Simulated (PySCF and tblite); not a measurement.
Values are calculated unless marked as measured or tabulated.
System: C6H5NO2, numbered as in [CH2:1]=[CH:2][c:3]1[cH:4][c:5](=[O:6])[o:7][cH:8][n:9]1.

For the rotation about the C3–C2 bond (torsion C4–C3–C2–C1 from 180° to 360°, rising): electronic barrier 8.17 kcal/mol, zero-point change -0.35 kcal/mol, thermal and entropy terms at 350 K a further 0.40 kcal/mol (symmetry numbers apart). The minimum is Cs, the saddle C1. The path came from a restrained scan, a climbing-image band and a saddle search at GFN2-xTB; energies are PBE0/pcSseg-1 + D3(BJ)//GFN2-xTB, thermal terms GFN2-xTB. Rate constants are transition-state-theory values, counting equivalent paths, without tunnelling. (PySCF 2.14 with density fitting, tblite 0.8.)

Problem. How many equivalent paths lead out of the minimum?

Solution. 2: the symmetry number of the minimum is 1, that of the saddle displaced along its mode 1, and the displaced saddle is chiral while the minimum is not, which doubles the count.

Problem. Work out the rate at 350 K.

Solution. ΔG‡ = 8.22 kcal/mol; k_B T/h = 7.3×10¹² s⁻¹; exp(−ΔG‡/RT) = 7.4×10⁻⁶; times 2 gives k = 1.1×10⁸ s⁻¹. Wigner's tunnelling factor for the 117i cm⁻¹ mode would be 1.01.
